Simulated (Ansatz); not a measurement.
Geometry optimisation, Ansatz, RKS PBE-D4/6-31G.

Input:

```yaml
crystal:
  periodic: [false, false, false]
  atoms:
    - { symbol: B, position_ang: [-0.2283, 1.7754, -0.5921] }
    - { symbol: O, position_ang: [-0.2147, 0.6921, 0.3693] }
    - { symbol: C, position_ang: [0.0784, -0.6233, 0.0192] }
    - { symbol: C, position_ang: [0.2122, -1.5339, 0.9872] }
    - { symbol: Cl, position_ang: [0.4853, -1.118, -1.6393] }
    - { symbol: H, position_ang: [-0.5581, 2.9185, -0.2259] }
    - { symbol: H, position_ang: [-0.0266, 1.6581, -1.7482] }
    - { symbol: H, position_ang: [0.57712, -2.52695, 0.72867] }
    - { symbol: H, position_ang: [0.15349, -1.30514, 2.0142] }
basis:
  gaussian: { orbitals: "6-31G" }
hamiltonian:
  xc: pbe
  dispersion: d4
relax:
  f_tol: 0.015
  max_steps: 40
output:
  orbitals: {}
```

Launched with:

```bash
$ ansatz run input.yaml --threads 1 --pin off --max-ram 2048MiB --backend cpu --events-out ev --progress --plain --runs-dir out
```

Task: Where does it end, and by what steps?

Result: The forces met the threshold. Limits of this set-up: no polarisation functions. After 7 steps the energy has fallen by 0.341 eV; H6 moved furthest, 0.21 Å.

```tsv
step	energy less start (eV)	largest force component (eV/Å)	accepted
0	0.0000	2.141	yes
1	-0.1637	1.127	yes
2	-0.2782	0.801	yes
3	-0.3322	0.280	yes
4	-0.3158	0.480	no
5	-0.3398	0.063	yes
6	-0.3409	0.059	yes
7	-0.3412	0.010	yes
```

```xyz
9
Properties=species:S:1:pos:R:3
B -0.260 1.786 -0.610
O -0.138 0.693 0.244
C 0.180 -0.626 0.012
C 0.259 -1.522 1.003
Cl 0.494 -1.111 -1.731
H -0.556 2.804 -0.054
H -0.078 1.673 -1.788
H 0.511 -2.562 0.809
H 0.066 -1.198 2.028
```

The run took 21 s on 1 CPU thread of a shared host.
